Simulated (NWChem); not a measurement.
Molecule: C$_{5}$H$_{9}$O, doublet; SMILES O=C(C[CH]C)C

```xyz
15

C      0.3492    -2.3311    -0.2714
C     -0.6764    -1.2624    -0.1790
C     -0.6195    -0.1495     0.8117
C     -0.0868     1.1253     0.1490
C      1.4107     1.2308    -0.0047
O     -0.8364     1.9826    -0.2484
H     -0.0639    -3.2501    -0.7167
H      1.2109    -2.0456    -0.9108
H      0.7653    -2.5865     0.7174
H     -1.4180    -1.1724    -0.9797
H      0.0221    -0.4241     1.6661
H     -1.6269     0.0988     1.1832
H      1.6610     2.0920    -0.6370
H      1.8341     0.3093    -0.4324
H      1.8719     1.3635     0.9880
```
Atoms are numbered in this order, from 1.

Computed with NWChem. Spin-unrestricted. The geometry was optimised at PBE0/def2-SVP, spin-unrestricted. Not confirmed as a minimum by frequencies. No stability test was run on the SCF state. Vzz is the largest principal value of the second derivative of the potential at the nucleus (NWChem prints the opposite sign); η is the asymmetry. Non-relativistic.

For level PBE/def2-TZVP:

| Item | Result |
|---|---|
| Vzz O6 (a.u.) | -1.780 |

**Question.** Estimate the same quantities for level UHF/def2-TZVP.

**Answer.** 
| Item | Value |
|---|---|
| Vzz O6 (a.u.) | -2.070 |
